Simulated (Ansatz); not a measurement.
Isolated molecules relaxed with PBE0-D4/def2-TZVP in Ansatz; ΔE leaves out vibrations. CCSD(T)/CBS adds triple-zeta CCSD(T) − MP2 to the extrapolated MP2 energy (def2 sets, frozen cores). Functionals use def2-TZVPP. For Se outer-core shells are correlated without core-valence functions, which leaves a few kJ/mol of doubt a bond. Scalar relativity is left out up to krypton. One conformer a species, not always the lowest.

Reaction (cleavage of the P–Si bond): `CC[SiH2]P` + `[SeH][SiH2][SeH]` → `P[Se][SiH2][SeH]` + `CC[SiH3]`

`CC[SiH2]P`:

```xyz
13

C     0.488    1.273   -1.034
C    -0.386    0.026   -1.134
Si   -0.800   -0.745    0.527
P     1.111   -1.356    1.568
H     0.678    1.709   -2.017
H     1.459    1.045   -0.586
H     0.017    2.043   -0.417
H     0.103   -0.736   -1.749
H    -1.332    0.262   -1.635
H    -1.600    0.210    1.345
H    -1.602   -1.986    0.341
H     0.450   -1.704    2.777
H     1.414   -0.041    2.015
```

`[SeH][SiH2][SeH]`:

Cartesian coordinates in Å:
```
Se -1.490 -0.847 -1.013
Si 0.570 -0.187 -0.310
Se 0.547 1.156 1.525
H -1.839 -1.412 0.298
H 1.422 -1.327 0.105
H 1.143 0.486 -1.500
H -0.353 2.131 0.894
```

`P[Se][SiH2][SeH]`:

```xyz
9

P     0.532   -2.050   -0.809
Se   -0.754   -0.195   -1.069
Si   -0.117    0.669    0.941
Se   -0.869    2.807    1.096
H    -0.469   -2.993   -1.163
H     1.100   -2.040   -2.109
H     1.359    0.583    1.056
H    -0.756   -0.038    2.078
H    -0.026    3.257   -0.020
```

`CC[SiH3]`:

Z-matrix (Å, degrees):
```
C
C 1 1.526
H 1 1.093 2 111.4
H 1 1.093 2 111.6 3 120.1
H 1 1.093 2 111.4 3 -119.8
Si 2 1.876 1 113.4 3 59.9
H 2 1.095 1 110.5 3 -178.6
H 2 1.095 1 110.5 3 -61.7
H 6 1.489 2 110.4 1 -59.6
H 6 1.489 2 110.4 1 59.7
H 6 1.489 2 111.1 1 -180.0
```

```
        level  ΔE (kJ/mol)
       PBE-D4          6.1
         BLYP         -0.2
 HF/CBS(def2)         -2.2
MP2/CBS(def2)         -0.3
```

(1) What does CCSD(T)/CBS give? (Estimate.)

Largest T1 diagnostic among the species: 0.011.

Results:

(1) Ansatz gave: +4.1 kJ/mol. The listed levels differ from it by 2.0, -4.3, -6.3, -4.4 kJ/mol.

In def2-TZVPP, CCSD(T) changes the Hartree–Fock value by +8.0 kJ/mol (the triples alone add −0.1 kJ/mol) and MP2 by +3.6 kJ/mol. At CCSD(T), def2-SVP lies +6.9 kJ/mol from the extrapolated value and def2-TZVPP +2.0 kJ/mol.
